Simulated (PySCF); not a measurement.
SMILES [CH3][Cu]<-[AsH3], CH6AsCu

Geometry:
```tsv
atom	x (Å)	y (Å)	z (Å)
Cu1	-0.014	-0.026	-0.297
As2	-0.022	-0.048	2.064
H3	1.222	-0.144	2.864
H4	-0.728	-1.038	2.913
H5	-0.525	1.098	2.860
C6	0.012	0.030	-2.272
H7	-0.983	0.044	-2.725
H8	0.519	-0.825	-2.729
H9	0.520	0.909	-2.678
```

Level of theory: GIAO HSE06/def2-SVP (def2-TZVP on Cu) magnetisability, rotational g tensor and spin-rotation constants, non-relativistic, gas phase in PySCF. Geometry: GFN2-xTB.

The calculation is non-relativistic, which matters for the atoms heavier than Zn.

Question: What are the magnetisability and the molar susceptibility?

Answer: Isotropic -1217 × 10⁻³⁰ J/T², or -73.3 × 10⁻⁶ cm³/mol; principal values -1237, -1208, -1206 × 10⁻³⁰ J/T², anisotropy 30 × 10⁻³⁰ J/T² (root of half the summed squared differences of the principal values). The susceptibility is in cgs units.

Question: Split it along the inertial axes a, b, c into diamagnetic and paramagnetic parts about the centre of mass, with the quadrupole moment.

Answer: 
| axis | χ (10⁻⁶ cm³/mol) | diamagnetic (10⁻⁶ cm³/mol) | paramagnetic (10⁻⁶ cm³/mol) | summed x² of all electrons (Å²) | quadrupole Θ (D Å) |
| --- | --- | --- | --- | --- | --- |
| a | -74.5 | -103.2 | 28.7 | 202.0 | -5.73 |
| b | -72.7 | -908.5 | 835.8 | 12.2 | +2.87 |
| c | -72.7 | -908.5 | 835.8 | 12.2 | +2.87 |

Anisotropies 2χaa − χbb − χcc = -3.6 and 2χbb − χaa − χcc = +1.8 × 10⁻⁶ cm³/mol. Θ is traceless in Buckingham's convention.

Question: And the rotational g tensor?

Answer: 
```
axis  rotational constant (GHz)        g  nuclear part  electronic part
   a                    65.7380  +0.1131        0.9986          -0.8855
   b                     1.3984  -0.0021        0.5469          -0.5491
   c                     1.3983  -0.0021        0.5469          -0.5490
```
Prolate top; isotopes 75As, 12C, 63Cu, 1H; no vibrational averaging.
